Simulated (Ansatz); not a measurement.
This geometry of CH3BrZn + ClH (8 atoms, charge 0, multiplicity 1) is a first-order saddle point.

All numbers below come from Ansatz 0.2.0, RHF/def2-SVP.

```xyz
8
Properties=species:S:1:pos:R:3
Zn -0.028 0.120 -0.354
Br 0.901 -1.147 -2.453
C -0.064 -0.168 1.618
H 0.094 0.300 -2.696
Cl -0.694 1.578 -2.117
H -0.647 -1.058 1.865
H -0.510 0.686 2.131
H 0.947 -0.311 2.006
```

(1) Which two structures does it join? (They come from a converged band through this point; their orientation in space is the band's.)

(2) How far does it lie above each of them?

## Answers

(1) Bonds broken: Zn1–Br2, H4–Cl5. Bonds formed: Zn1–Cl5, Br2–H4. CH3BrZn + ClH becomes BrH + CH3ClZn.

First end point:

```xyz
8
Properties=species:S:1:pos:R:3
Zn 0.435 -0.676 -0.273
Br 1.158 -1.539 -2.298
C -0.041 -0.200 1.597
H -0.330 1.049 -2.954
Cl -0.818 1.689 -1.964
H -0.743 -0.924 2.017
H -0.507 0.787 1.639
H 0.846 -0.185 2.234
```

Last end point:

```xyz
8
Properties=species:S:1:pos:R:3
Zn -0.428 0.763 -0.051
Br 1.042 -1.363 -2.687
C -0.087 -0.137 1.682
H 0.411 -0.185 -3.139
Cl -0.879 1.865 -1.865
H -0.578 -1.112 1.714
H -0.465 0.462 2.513
H 0.983 -0.293 1.834
```

(2) 0.85 eV above the first and 0.65 eV above the second. This is the barrier of this one path; another mechanism may lie lower. The orbitals stay closed-shell, which can raise the energy where a bond breaks towards radicals; this wasn't checked here.

The run took 82 s on 2 threads of Arm Neoverse V2, with other jobs on the host, peak memory 0.29 GiB.
